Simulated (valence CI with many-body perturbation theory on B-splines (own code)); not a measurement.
E1 transitions of Lu66+

Computed by valence CI with perturbative core correlation (CI+MBPT): three valence electrons over a frozen Dirac-Fock core [He], a basis of 11 s, 11 p, 9 d, 7 f, 5 g, 2 h, 1 i functions for each j, with the one-electron correlation potential Σ1 (screened to all orders), the two-electron term Σ2, the three-electron term Σ3, Breit, model QED; selected single and double excitations, second order for the rest (own B-spline code, finite nucleus).

The last digits are not significant, and no measured levels were compared; by estimate large intervals hold to a few tenths of a per cent, small ones and those within an open d or f shell to about a per cent.

Lines 151 to 200 of 280 in falling wavelength, among levels below 11935 eV, chosen from the strongest by gf and those to the six lowest levels. Wavelengths and rates use the calculated energies. Electric multipoles are in the length gauge, E1 and E2 with the static RPA response of the core. Weak lines are less certain than strong ones. Lines between different terms over intervals too small for the method are left out, as are lines whose strength nearly cancels. The highest levels of a list are the least certain.

Levels are named by their leading jj configuration (3d3/2^4 stands for four electrons in 3d with j = 3/2), which in mixed levels can hold well under half, so a name can repeat and another be missing. Letters in brackets count levels of one name in rising energy.

```csv
λ vac (nm),Upper,Lower,A (s⁻¹),log gf,Branch %
0.1385,(2s 2p1/2 3d5/2) J=3/2,(2s 2p1/2 2p3/2) J=3/2 [b],2.26e+14,-0.59,17.3
0.1384,(2s 2p1/2 3d5/2) J=3/2,(2s 2p1/2 2p3/2) J=1/2,9.96e+14,0.06,76.3
0.1383,(2s 2p1/2 3d3/2) J=3/2 [b],(2s 2p1/2 2p3/2) J=3/2 [a],1.24e+14,-0.85,6.9
0.1383,(2p1/2 2p3/2 3d5/2) J=5/2 [b],(2p1/2 2p3/2^2) J=5/2,6.63e+14,0.06,34.1
0.1382,(2s 2p1/2 3d3/2) J=1/2,(2s 2p1/2 2p3/2) J=3/2 [a],3.10e+13,-1.75,1.8
0.1382,(2p1/2 2p3/2 3d5/2) J=3/2 [a],(2p1/2 2p3/2^2) J=3/2,8.76e+14,0.00,83.4
0.1382,(2p1/2 2p3/2 3d5/2) J=5/2 [a],(2p1/2 2p3/2^2) J=3/2,8.75e+14,0.18,67.6
0.1382,(2p1/2 2p3/2 3d5/2) J=7/2 [b],(2p1/2 2p3/2^2) J=5/2,2.09e+15,0.68,99.4
0.1381,(2p1/2 2p3/2 3d5/2) J=3/2 [b],(2p1/2 2p3/2^2) J=5/2,1.56e+14,-0.75,11.0
0.1380,(2s 2p1/2 3d5/2) J=5/2 [a],(2s 2p1/2 2p3/2) J=5/2,2.55e+13,-1.36,1.9
0.1379,(2p1/2 2p3/2 3d5/2) J=5/2 [b],(2p1/2 2p3/2^2) J=3/2,1.26e+15,0.33,64.8
0.1377,(2s 2p3/2 3d5/2) J=5/2 [b],(2s 2p3/2^2) J=3/2,1.19e+15,0.31,88.6
0.1377,(2s 2p3/2 3d5/2) J=3/2 [b],(2s 2p3/2^2) J=3/2,3.60e+14,-0.39,27.5
0.1376,(2s 2p3/2 3d5/2) J=3/2 [b],(2s 2p3/2^2) J=1/2,9.11e+14,0.01,69.6
0.1376,(2p1/2 2p3/2 3p3/2) J=5/2 [a],(2s 2p3/2^2) J=3/2,7.04e+14,0.08,72.8
0.1376,(2s 2p1/2 3d5/2) J=7/2,(2s 2p1/2 2p3/2) J=5/2,1.32e+15,0.48,100.0
0.1375,(2s 2p3/2 3d5/2) J=5/2 [a],(2s 2p3/2^2) J=5/2,1.06e+15,0.26,81.9
0.1374,(2s 2p1/2 3d5/2) J=5/2 [a],(2s 2p1/2 2p3/2) J=3/2 [a],1.20e+15,0.31,88.2
0.1374,(2s 2p1/2 3d5/2) J=5/2 [b],(2s 2p1/2 2p3/2) J=5/2,1.67e+14,-0.55,12.7
0.1374,(2s 2p1/2 3d5/2) J=3/2,(2s 2p1/2 2p3/2) J=5/2,9.46e+12,-1.97,0.7
0.1374,(2s 2p3/2 3d5/2) J=7/2 [a],(2s 2p3/2^2) J=5/2,1.85e+15,0.62,99.1
0.1372,(2s^2 3d5/2) J=5/2,(2s^2 2p3/2) J=3/2,1.31e+15,0.35,100.0
0.1368,(2s 2p1/2 3d5/2) J=5/2 [b],(2s 2p1/2 2p3/2) J=3/2 [a],1.04e+14,-0.75,8.0
0.1368,(2s 2p1/2 3d5/2) J=3/2,(2s 2p1/2 2p3/2) J=3/2 [a],6.25e+13,-1.15,4.8
0.1367,(2p1/2^2 3p3/2) J=3/2,(2s 2p1/2 2p3/2) J=1/2,2.66e+13,-1.53,7.1
0.1365,(2s 2p1/2 3p3/2) J=5/2,(2s^2 2p3/2) J=3/2,6.13e+13,-0.99,93.3
0.1364,(2s 2p3/2 3d5/2) J=7/2 [b],(2s 2p3/2^2) J=5/2,4.37e+14,-0.01,91.2
0.1351,(2p1/2^2 3p3/2) J=3/2,(2s 2p1/2 2p3/2) J=3/2 [a],1.53e+12,-2.78,0.4
0.1307,(2s^2 3p1/2) J=1/2,(2s 2p1/2^2) J=1/2,1.62e+12,-3.08,17.5
0.1305,(2p1/2^2 3d5/2) J=5/2,(2s^2 2p3/2) J=3/2,6.92e+11,-2.97,0.1
0.1296,(2s 2p3/2 3s) J=3/2 [a],(2s 2p1/2 2p3/2) J=1/2,4.58e+12,-2.34,1.7
0.1296,(2s 2p1/2 3s) J=1/2 [a],(2s 2p1/2^2) J=1/2,2.78e+13,-1.85,12.8
0.1292,(2s 2p1/2 3s) J=3/2,(2s 2p1/2^2) J=1/2,5.39e+13,-1.27,22.2
0.1291,(2s 2p3/2 3s) J=5/2,(2s 2p1/2 2p3/2) J=5/2,3.84e+13,-1.24,23.1
0.1288,(2s 2p1/2 3s) J=1/2 [b],(2s 2p1/2^2) J=1/2,1.03e+13,-2.29,5.6
0.1287,(2s 2p3/2 3s) J=1/2,(2s 2p1/2 2p3/2) J=1/2,1.00e+13,-2.30,3.2
0.1287,(2s 2p3/2 3s) J=3/2 [a],(2s 2p1/2 2p3/2) J=5/2,3.43e+13,-1.47,12.5
0.1286,(2s 2p3/2 3s) J=3/2 [b],(2s 2p1/2 2p3/2) J=1/2,1.82e+13,-1.74,11.9
0.1285,(2s 2p3/2 3s) J=5/2,(2s 2p1/2 2p3/2) J=3/2 [a],3.02e+13,-1.35,18.1
0.1285,(2s^2 3s) J=1/2,(2s^2 2p1/2) J=1/2,5.53e+13,-1.56,22.9
0.1282,(2s 2p3/2 3s) J=3/2 [a],(2s 2p1/2 2p3/2) J=3/2 [a],9.50e+12,-2.03,3.5
0.1260,(2s^2 3p3/2) J=3/2,(2s 2p1/2^2) J=1/2,7.39e+12,-2.15,56.5
0.1256,(2p1/2 2p3/2 3p1/2) J=1/2,(2s 2p1/2 2p3/2) J=1/2,7.20e+13,-1.47,10.4
0.1255,(2p1/2 2p3/2 3p1/2) J=3/2 [a],(2s 2p1/2 2p3/2) J=1/2,2.10e+14,-0.70,29.9
0.1254,(2p1/2 2p3/2 3p1/2) J=5/2,(2s 2p1/2 2p3/2) J=3/2 [b],3.12e+14,-0.36,44.4
0.1253,(2s 2p1/2 3p1/2) J=1/2 [a],(2s^2 2p1/2) J=1/2,1.66e+14,-1.11,98.1
0.1250,(2s 2p3/2 3p1/2) J=3/2 [a],(2s^2 2p3/2) J=3/2,1.43e+14,-0.87,98.5
0.1250,(2s 2p3/2 3p1/2) J=5/2,(2s^2 2p3/2) J=3/2,3.69e+14,-0.28,99.0
0.1250,(2s 2p1/2 3p1/2) J=3/2,(2s^2 2p1/2) J=1/2,4.30e+14,-0.40,99.4
0.1248,(2p1/2 2p3/2 3p1/2) J=3/2 [b],(2s 2p1/2 2p3/2) J=1/2,5.81e+13,-1.27,9.9
```

(1) How does gf follow from A for the line at 0.1282 nm?

## Answers

(1) gf = 1.4992 × (2J+1)_upper × A / σ², with σ = 78012488 cm⁻¹ and 2J+1 = 4: gf = 0.00936.
